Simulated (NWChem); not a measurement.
Species: SiH2O2F2; SMILES O[Si](O)(F)F

```xyz
7

O      1.0807     0.7529     0.9768
Si     0.0000     0.0000     0.0254
O     -1.0807    -0.7529     0.9768
F      0.7636    -1.0183    -0.9577
F     -0.7636     1.0183    -0.9577
H      1.9660     0.8873     0.6276
H     -1.9660    -0.8873     0.6276
```
Atoms are numbered in this order, from 1.

All runs: NWChem. Pople sets run with spherical d functions. Medium grid unless said otherwise, to which SCAN and Minnesota functionals are sensitive. Coordinates come from a PBE0/def2-SVP optimisation.

Q: Order these by “highest occupied level (eV)”, lowest first: M06-L/6-31G*; LRC-wPBEh/6-31G*; PBE/6-31G*; B3LYP/6-31G*; LC-wPBE (HJS exchange hole, range parameter 0.4 per bohr)/6-31G*.

A: LC-wPBE (HJS exchange hole, range parameter 0.4 per bohr)/6-31G* (-12.77), LRC-wPBEh/6-31G* (-11.76), B3LYP/6-31G* (-9.48), M06-L/6-31G* (-8.39), PBE/6-31G* (-7.88)
